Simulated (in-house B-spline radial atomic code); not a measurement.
Ionisation energies with and without relativity, with size and susceptibility from the Dirac run. Dirac energy differences include first-order Breit, QED and recoil terms. NIST's values go from ground level to ground level; the uncertainty of those that are theory runs from under 0.1 % in few-electron ions to several per cent in heavy many-electron ones. Computed with a B-spline radial code for spherical atoms: non-relativistic Hartree-Fock and Dirac-Hartree-Fock, averages of the configuration (point nuclei without relativity, finite nuclei with it).

```tsv
ion	configuration	configuration after	ionisation non-relativistic (eV)	ionisation Dirac Breit and QED (eV)	tabulated value (eV)	tabulated kind	radius at density 0.001 (bohr)	diamagnetic susceptibility (10⁻⁶ cm³/mol)
Cs	[Xe] 6s1	[Kr] 4d10 5s2 5p6	3.356	3.475	3.893906	measured	4.627	-74.134
Er	[Xe] 4f12 6s2	[Xe] 4f12 6s1	4.706	5.028	6.1077	measured	5.216	-63.22
Hf	[Xe] 4f14 5d2 6s2	[Xe] 4f14 5d1 6s2	6.855	5.444	6.82507	measured	5.066	-59.344
Au	[Xe] 4f14 5d10 6s1	[Xe] 4f14 5d10	5.916	7.655	9.225554	measured	4.285	-47.484
```
